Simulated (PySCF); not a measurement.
bromoethene (C2H3Br), SMILES C(Br)=C. Heavy atoms are numbered as in [CH2:1]=[CH:2][Br:3]. Hydrogens are named by the atom that carries them.

Geometry: PBE0-D3(BJ)/def2-TZVP.

All values below come from M06-2X/def2-TZVPD (PySCF).

Mulliken values depend strongly on the basis, most of all with diffuse functions as here. ESP charges are fitted to the potential on shells at 1.4 to 2.0 van der Waals radii. Atomic charges (e), one atom of each kind:

| atom | meta-Löwdin | ESP fit | Mulliken |
|---|---|---|---|
| C1 (CH2) | -0.25 | -0.34 | -0.38 |
| C2 (CH) | -0.13 | -0.18 | -0.05 |
| Br3 | -0.03 | -0.06 | -0.20 |
| H on C1 | 0.13 | 0.20 | 0.18 |
| H on C2 | 0.14 | 0.21 | 0.28 |
